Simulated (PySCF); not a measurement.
Correlation energy of C⁺ (carbon, charge +1)

[He] 2s2 2p1, 2P determinant. All numbers are calculated (PySCF 2.14, no relativity, point nucleus, in cc-pVTZ (4s3p2d1f, 30 functions)). Frozen: 1s2; 3 electrons correlated.

MP2 pair energies summed by pair of shells (mhartree):

| pair | energy | share (%) |
| --- | --- | --- |
| 2s-2s | -29.02 | 57.2 |
| 2s-2p | -21.68 | 42.8 |

Total MP2 correlation energy: -50.70 mhartree.

Same-spin part -3.45 and opposite-spin part -47.25 mhartree; SCS-MP2 scales them by 1/3 and 6/5 to -57.85 mhartree.

| level | correlation energy (mhartree) |
| --- | --- |
| CCSD | -74.52 |
| (T) | -1.15 |
| CCSD(T) | -75.67 |

Diagnostics: T1 = 0.0094, D1 = 0.0179, largest double amplitude 0.132.

Cost of the coupled-cluster step: 0.21 s of wall time on 1 thread of Neoverse-V2 (shared host), for 3 correlated electrons.
